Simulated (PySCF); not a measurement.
## MSH₃ across group 15

Level: PBE0, basis family def2-TZVP, no relativity.

Each entry is the lowest minimum that a search over a few typed start shapes (and spin states, where more than one is plausible) found, or that minimum re-optimised at the stated level; isomers with ligand–ligand bonds, or fragments after loss of a ligand pair, can lie lower. Open shells are unrestricted; no spin–orbit coupling; PySCF with density fitting.

```json
{"molecule": "H₃NS", "2S+1": "1", "point group": "C3v", "mean bond to the central atom (Å)": "1.217", "gap (eV)": "4.84", "dipole (D)": "6.11", "highest ω (cm⁻¹)": "3543", "distinct angles (°)": "108/111"}
{"molecule": "H₃PS", "2S+1": "1", "point group": "C3v", "mean bond to the central atom (Å)": "1.542", "gap (eV)": "6.96", "dipole (D)": "3.56", "highest ω (cm⁻¹)": "2424", "distinct angles (°)": "100/118"}
{"molecule": "H₃AsS", "2S+1": "1", "point group": "C3v", "mean bond to the central atom (Å)": "1.648", "gap (eV)": "6.07", "dipole (D)": "4.04", "highest ω (cm⁻¹)": "2242", "distinct angles (°)": "100/117"}
```

Left out of the table are members whose search was unfinished or whose lowest solution was spin-contaminated, unstable, very soft or bonded differently.
